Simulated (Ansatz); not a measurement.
C2H5BO2 can be A, `BC(=O)OC`, or B, `OC1(O)BC1`.

Computed with Ansatz on PBE0-D4/def2-TZVP structures; ΔE is electronic, products minus reactants. CCSD(T)/CBS is the MP2 limit (def2-TZVPP, def2-QZVPP) plus CCSD(T) − MP2 in def2-TZVPP, frozen cores. DFT in def2-TZVPP. B3LYP here is the variant with VWN-RPA as its local correlation; programs differ in this. Each species was taken in one conformer, which may not be the lowest.

Question: Which is lower in electronic energy at CCSD(T)/CBS, and by how much? (An estimate is asked.)

Answer: Computed: A, by 118.4 kJ/mol.

Question: Give E(B) − E(A) in kJ/mol with r2SCAN-D4, CCSD(T)/def2-TZVPP, B3LYP, MP2/def2-TZVPP, B2PLYP, PBE-D4, CCSD(T)/def2-SVP. (Estimate.)

Answer: Ansatz gave: r2SCAN-D4 122.3, CCSD(T)/def2-TZVPP 126.2, B3LYP 136.1, MP2/def2-TZVPP 119.6, B2PLYP 135.5, PBE-D4 117.5, CCSD(T)/def2-SVP 140.4. None reverses the order clearly.

Question: Does the order hold for the free energy at 298.15 K (harmonic terms from PBE0-D4)? (An estimate is asked.)

Answer: The calculation gave: Yes: G(B) − G(A) = +123.5 kJ/mol, for one conformer each.

Largest T1 diagnostic: 0.018.

In def2-TZVPP, CCSD(T) changes the Hartree–Fock value by −27.7 kJ/mol (the triples alone add +2.7 kJ/mol) and MP2 by −34.3 kJ/mol. At CCSD(T), def2-SVP lies +22.0 kJ/mol from the extrapolated value and def2-TZVPP +7.8 kJ/mol.
